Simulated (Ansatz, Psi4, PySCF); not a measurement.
Cl2Zn, triplet, geometry from GFN2-xTB (such geometries of metal compounds can be far from the true shape) (a higher spin typed on purpose: for a closed-shell molecule this is an excited state). Base run: PySCF with WB97X/6-31G*.

Geometry (Å):
```xyz
3

Zn     0.2629     0.9145     0.5065
Cl     0.7255    -0.5860    -1.3425
Cl    -1.1894    -1.0277     0.4488
```
Charge 0, spin multiplicity 3.
Orbitals are unrestricted.
All else is at PySCF's defaults.

The same geometry, method and basis name were run in Ansatz (an electronic-structure program) and Psi4 and PySCF, at each program's defaults and at the settings that a row names. The base is PySCF at its defaults. Differences at the defaults can come from grids, fitting, cores and function types together.

```tsv
code and settings	ΔE vs base (mEh)	basis functions	E (Eh)	SCF cycles	dipole (D)
PySCF, defaults (exact integrals, its default grid, spherical functions)	0.000	70	-2699.41255	13	3.22
Psi4, defaults (density fitting with its default set, its default grid, Cartesian functions)	-10.821	77	-2699.42337	14	3.27
Ansatz, defaults (factorised integrals, its default grid, Cartesian functions)	-8.392	74	-2699.42094	-	-
PySCF, density fitting with def2-universal-jkfit	-0.033	70	-2699.41258	13	3.22
PySCF, fine grid	-0.019	70	-2699.41256	13	3.22
Psi4, exact integrals, spherical functions, fine grid	0.026	70	-2699.41252	18	3.22
Ansatz, high accuracy, Cartesian functions as the basis file defines them	-8.395	74	-2699.42094	-	-
```

Open shells are given as the SCF converged; they aren't shown to be the lowest states, and a large step between rows can be another state.
